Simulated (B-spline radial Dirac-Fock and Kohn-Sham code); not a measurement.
The S atom: differential elastic cross section for electrons at 300 eV

Level of theory: relativistic (Dirac) partial waves in the static field of the Dirac-Fock atom with Furness-McCarthy exchange, without polarisation or absorption potentials; a B-spline atomic structure program.

```tsv
θ (°)	dσ/dΩ (Å²/sr)	Sherman function
0	12.4	0.000
1	12.4	0.000
2	12.1	0.000
3	11.6	0.000
5	10.4	0.000
7	8.77	0.000
10	6.27	0.000
15	3.08	0.000
20	1.43	0.000
25	0.717	-0.001
30	0.425	-0.001
40	0.212	0.000
50	0.125	0.002
60	0.0779	0.005
70	0.0497	0.007
80	0.0320	0.007
90	0.0222	0.003
100	0.0200	-0.006
110	0.0256	-0.011
120	0.0386	-0.011
130	0.0575	-0.008
140	0.0799	-0.006
150	0.103	-0.004
160	0.122	-0.003
170	0.135	-0.001
180	0.140	0.000
```

**Question.** What integrated cross sections go with this distribution?

**Answer.** The total elastic cross section is 2.94 Å², the first transport cross section 0.821 Å² and the second, weighted with (3/2) sin²θ, 0.872 Å². The mean deflection is ⟨1 − cos θ⟩ = 0.279, and 11 % of the collisions scatter beyond 90°.

On this grid of angles the cross section has a minimum near 100°, from interference among the few low partial waves with large phase shifts.

Phase shifts modulo π (rad) for κ = −1 to −5: -1.536, -0.066, -1.425, 1.016, 0.656.

Values without a named source are computed, but for edge energies of neutral atoms, which are taken from tables.
